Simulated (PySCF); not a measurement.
Iron: a sound run and one with changed settings

Sound run: Fe [Ar] 3d6 4s2, Fe⁺ [Ar] 3d6 4s1. All numbers are calculated (PySCF 2.14, no relativity, point nucleus, in def2-SVP (5s3p2d1f, 31 functions)). The sound run starts from symmetry-adapted Hartree-Fock orbitals and uses a fine grid where one is needed.

Changed run: radial step 0.5 in ln r (0.13 in the sound run). This setting is unsound on purpose.

| species | method | sound run (hartree) | changed run (hartree) | converged |
| --- | --- | --- | --- | --- |
| Fe | UHF | -1262.26059 | -1262.26059 | yes |
| Fe | PBE0 | -1263.25926 | -1263.19970 | yes |
| Fe | r2SCAN | -1263.45063 | -1263.47929 | yes |
| Fe⁺ | UHF | -1262.02868 | -1262.02868 | yes |
| Fe⁺ | PBE0 | -1262.98528 | -1262.92527 | yes |
| Fe⁺ | r2SCAN | -1263.17756 | -1263.20424 | yes |

Ionisation energy of Fe:

```csv
method,sound run (eV),changed run (eV)
UHF,6.311,6.311
PBE0,7.455,7.468
r2SCAN,7.431,7.485
```

A coarse radial grid mis-integrates the density and the exchange-correlation energy, with errors of either sign; Hartree-Fock needs no grid.

For comparison, NIST gives 7.902 eV between the lowest levels.
